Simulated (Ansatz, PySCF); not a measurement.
Gas-phase reaction (SMILES): [OH][Al]([OH])[F] + [H][H] (H2) -> [OH][AlH][OH] + F (HF); hydrogen cleaves one Al-F bond, a model of a ligand-exchange step.

Geometries: B3LYP-D3(BJ)/def2-TZVP minima from Ansatz (a quantum-chemistry and plane-wave program), one conformer each, not searched for the lowest. Correlated levels leave the core frozen unless marked. No spin-orbit coupling. No relativistic terms. CBS marks a two-point X^-3 extrapolation of the correlation energy; Hartree-Fock from the larger set (for Q and 5 zeta extrapolated as (X+1)exp(-9√X)). Thermal terms are rigid-rotor harmonic-oscillator values from B3LYP-D3(BJ) frequencies (Ansatz or PySCF) at 298.15 K and 1 atm. 1 Eh = 627.5095 kcal/mol.

| species | E, CCSD(T)/CBS(cc-pV(Q+d)Z,cc-pV(5+d)Z) (Ansatz) (Eh) | E, wB97M-V/def2-TZVPD (Ansatz) (Eh) | H - E (Eh) |
|---|---|---|---|
| [OH][Al]([OH])[F] | -493.55796 | -494.16679 | 0.03620 |
| [H][H] (H2) | -1.17453 | -1.16077 | 0.01336 |
| [OH][AlH][OH] | -394.27654 | -394.80806 | 0.03966 |
| F (HF) | -100.39528 | -100.46200 | 0.01259 |

### Question
Work out ΔE and ΔH at 298.15 K at the first level, then ΔH at the second.

### Answer

1. ΔE = [(-394.27654) + (-100.39528)] - [(-493.55796) + (-1.17453)] = 0.06067 Eh = 38.1 kcal/mol at CCSD(T)/CBS(cc-pV(Q+d)Z,cc-pV(5+d)Z).
2. The terms H - E add up to 0.00269 Eh, so ΔH = (0.06067 + (0.00269))×627.5095 = 39.8 kcal/mol.
3. At wB97M-V/def2-TZVPD the same steps give ΔE = 36.1 and ΔH = 37.8 kcal/mol, a shift of -2.0 from the first level.
4. These values are not checked against measurement here, since the tables used lack a sound gas-phase enthalpy of formation for at least one species.
